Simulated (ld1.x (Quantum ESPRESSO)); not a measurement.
# Plane-wave convergence, TM potential for iodine (I)

```
Element                 : iodine
Generator               : ld1.x (Quantum ESPRESSO) 7.5
Type                    : norm-conserving Troullier–Martins (Kleinman–Bylander form)
Functional              : LDA (PZ)
Relativity              : scalar-relativistic
Frozen core             : [Kr] 4d10
Valence charge          : 7
Reference configuration : 5s2 5p4.5 (charge +0.5)
Partial waves           : 5s (bound): rc 1.40 bohr; 5p (bound): rc 1.55 bohr
Local potential         : the p channel
Core correction         : a·sin(br)/r model core inside 0.70 bohr
```

The pseudo-atom Hamiltonian at the reference potential is diagonalised in spherical Bessel functions j_l(qr) that vanish at 20 bohr, with q² up to the cutoff. All-electron valence levels (Ry): 5s -1.6136, 5p -0.8280.

**Question.** How do the lowest levels (Ry) of each channel move with the cutoff, and are there ghosts?

**Answer.**

| cutoff (Ry) | s #1 | s #2 | s #3 | p #1 | d #1 | d #2 | f #1 | Σ f·Δε (mRy) |
| --- | --- | --- | --- | --- | --- | --- | --- | --- |
| 8 | -52.9152 | -1.4641 | -0.1798 | -0.7427 | -0.1149 | 0.0050 | 0.0372 | 683.2 |
| 21 | -148.7031 | -1.5210 | -0.1877 | -0.7671 | -0.1202 | 0.0040 | 0.0372 | 459.3 |
| 45 | -158.5771 | -1.6055 | -0.1964 | -0.8242 | -0.1217 | 0.0037 | 0.0372 | 33.6 |
| 70 | -162.5247 | -1.6107 | -0.1972 | -0.8272 | -0.1226 | 0.0036 | 0.0372 | 9.3 |
| 120 | -169.1962 | -1.6129 | -0.1976 | -0.8278 | -0.1227 | 0.0035 | 0.0372 | 2.5 |
| 230 | -173.4789 | -1.6135 | -0.1977 | -0.8280 | -0.1228 | 0.0035 | 0.0372 | 0.2 |
| 400 | -174.1359 | -1.6136 | -0.1977 | -0.8280 | -0.1228 | 0.0035 | 0.0372 | 0.0 |

Result: ghost state, extra bound levels that the all-electron valence spectrum of the same l lacks: s at -2369.2 eV (a true bound ghost makes a file unfit for plane-wave use); 10 mRy is reached at 70 Ry and 1 mRy at 180 Ry.
